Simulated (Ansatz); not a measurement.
Input for Ansatz (a program for electronic structure): R-B3LYP/def2-TZVPPD on GeH4 (SMILES [GeH4]) with ghost functions, monomers drawn apart or pushed together. Files ending in .json are basis or fitting sets from the Basis Set Exchange.

Ansatz 0.2 input:
```yaml
crystal:
  periodic: [false, false, false]
  atoms:
    - {symbol: Ge, position_ang: [0.39343159, -0.39215481, 0.44313808]}
    - {symbol: H, position_ang: [-0.90285126, -1.19267803, 0.62537068]}
    - {symbol: H, position_ang: [1.37107651, -0.70007824, 1.58412865]}
    - {symbol: H, position_ang: [0.08431789, 1.11010137, 0.40104872]}
    - {symbol: H, position_ang: [1.04380532, -0.80140123, -0.89260912]}
basis:
  gaussian:
    orbitals: def2-TZVPPD.json
    ghost_atoms:
      - {symbol: O, position_ang: [-1.45371519, 0.94141454, 5.79153235]}
      - {symbol: Si, position_ang: [-0.68031160, 0.82569723, 7.24981713]}
      - {symbol: H, position_ang: [-2.35563892, 1.26942520, 5.77040697]}
      - {symbol: H, position_ang: [-0.56967228, 2.14925177, 7.91073751]}
      - {symbol: H, position_ang: [0.66273061, 0.29657829, 6.94756974]}
      - {symbol: H, position_ang: [-1.39463660, -0.09261871, 8.17030048]}
hamiltonian:
  xc: {name: B3LYP}
scf: {lower_state_search: off}
```

Output:

```
Functional definition: B3LYP
[...]
these checks for a lower state are left out or cut short: stability, starts, cluster_reference, orbital_swaps, neighbouring_geometries, increment
integrals: 0.20 GiB planned
1342 factors; their error is unknown
mean field: 1.50 GiB planned
mean field evaluation 1: about -56583.9174 eV, gradient 1.9e1 eV
mean field evaluation 2: about -56584.1554 eV, gradient 1.8e1 eV
mean field evaluation 4: about -56584.3419 eV, gradient 3.8e-1 eV
mean field evaluation 8: about -56584.5252 eV, gradient 1.3e-3 eV
mean field -56584.52516443 eV, -2079.4429454242 hartree, gradient 1.5e-6 eV, S^2 0.000000; 0 other end points of the search recorded, 0 dependent functions left out
reference -56584.52538144 eV, -2079.4429533992 hartree; 18, 18 occupied and 260, 260 virtual orbitals, 1342 factors
Total energy: -56584.52538144 eV, -2079.4429533992 hartree
Checks for a lower state left out: stability, starts, cluster_reference, orbital_swaps, neighbouring_geometries, increment
```

The calculation finished and met its thresholds.

Cost: about 4 core-seconds (a rough figure).
